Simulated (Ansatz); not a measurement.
Geometry optimisation, RKS B3LYP-D4/def2-SVP (Ansatz 0.2.0).

Input file:

```yaml
crystal:
  periodic: [false, false, false]
  atoms:
    - { symbol: "N", position_ang: [0.5739, -2.069, -0.144] }
    - { symbol: B, position_ang: [0.7187, -0.5427, -0.4141] }
    - { symbol: O, position_ang: [1.235, 0.746, 0.022] }
    - { symbol: Si, position_ang: [-0.1757, 1.2124, -0.5057] }
    - { symbol: O, position_ang: [-1.1605, 1.7311, 0.8308] }
    - { symbol: F, position_ang: [-0.0536, 2.3204, -1.7636] }
    - { symbol: H, position_ang: [1.0408, -2.2393, 0.7452] }
    - { symbol: H, position_ang: [-0.4569, -2.1514, 0.0042] }
    - { symbol: H, position_ang: [-1.6332, 0.9463, 1.2081] }
basis:
  gaussian: { orbitals: def2-SVP }
hamiltonian:
  xc: b3lyp
  dispersion: d4
relax:
  f_tol: 0.015
  max_steps: 40
output:
  orbitals: {}
```

Run as:

```bash
$ ansatz run input.yaml --threads 2 --pin off --max-ram 3072MiB --backend cpu --events-out ev --progress --plain --runs-dir out
```

Q: Where does it end, and by what steps?

A: It converged. After 13 steps the energy has fallen by 2.017 eV; H9 moved furthest, 0.83 Å.

```tsv
step	energy less start (eV)	largest force component (eV/Å)	accepted
0	0.0000	4.858	yes
1	-1.1876	2.562	yes
2	-1.6970	2.746	yes
3	-1.8953	0.541	yes
4	-1.9301	0.785	yes
5	-1.9828	0.808	yes
6	-1.9839	0.529	yes
7	-2.0128	0.210	yes
8	-2.0153	0.064	yes
9	-2.0159	0.029	yes
10	-2.0163	0.020	yes
11	-2.0166	0.024	yes
12	-2.0166	0.041	no
13	-2.0167	0.009	yes
```

```xyz
9
Properties=species:S:1:pos:R:3
N 0.571 -1.971 -0.038
B 0.327 -0.608 -0.107
O 1.061 0.480 0.349
Si -0.350 1.130 -0.393
O -1.281 2.121 0.535
F -0.014 2.053 -1.674
H 1.422 -2.338 0.378
H -0.044 -2.669 -0.435
H -1.603 1.757 1.368
```

Whether the end is a true minimum wasn't checked by a vibrational analysis.

The run took 44 s on 2 threads of Arm Neoverse V1 (shared host), peak memory 0.22 GiB.
